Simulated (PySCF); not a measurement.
FH6NOSi2, SMILES O[Si@H](F)N[SiH3]. Atoms are numbered in the order given.

```xyz
11

O     -1.8551    -0.7140     1.1386
Si    -0.4087     0.0254     0.8278
F     -0.6868     1.5649     1.2521
N      0.0194    -0.1195    -0.8341
Si     1.6000    -0.3342    -1.5573
H     -1.9743    -1.6050     0.7917
H      0.7237    -0.4621     1.6408
H     -0.7385     0.0782    -1.4880
H      1.5723    -1.4413    -2.5582
H      2.0823     0.8942    -2.2552
H      2.5428    -0.6774    -0.4584
```
Charge 0, spin multiplicity 1.

Coordinates come from a B3LYP-D3(BJ)/def2-SVP optimisation. The structure was generated by enumeration; whether it is a known compound was not checked. One conformer was computed; it need not be the lowest.

Two levels are set side by side: PBE/pcSseg-1 (PySCF) and PBE0/pcSseg-1 (PySCF). GIAO shifts against CFCl3 (¹⁹F), H2O (¹⁷O), NH3 (¹⁵N), TMS (²⁹Si), TMS (¹H) at the same level; non-relativistic, no solvent, atoms listed together averaged. Differences are taken from unrounded values.

```
quantity                PBE0
--------------------  ------
δ(¹⁷O) of O1 (ppm)      57.7
δ(²⁹Si) of Si2 (ppm)   -34.8
δ(¹⁹F) of F3 (ppm)    -150.8
δ(¹⁵N) of N4 (ppm)      35.5
δ(²⁹Si) of Si5 (ppm)   -56.2
δ(¹H) of H6 (ppm)       1.85
δ(¹H) of H7 (ppm)       4.84
δ(¹H) of H8 (ppm)       0.75
```

### Question
What does PBE give, and how far is it from PBE0? (The exact figures need the calculation; the answer reports its results.)

### Answer

```tsv
quantity	PBE	PBE minus PBE0
δ(¹⁷O) of O1 (ppm)	67.6	9.9
δ(²⁹Si) of Si2 (ppm)	-34.7	0.1
δ(¹⁹F) of F3 (ppm)	-166.3	-15.5
δ(¹⁵N) of N4 (ppm)	42.5	7.0
δ(²⁹Si) of Si5 (ppm)	-59.9	-3.8
δ(¹H) of H6 (ppm)	1.76	-0.08
δ(¹H) of H7 (ppm)	5.10	0.25
δ(¹H) of H8 (ppm)	0.70	-0.04
```

Rough cost on one machine, each run with all the roots and properties that it gave: PBE0 against PBE within a factor of 2.
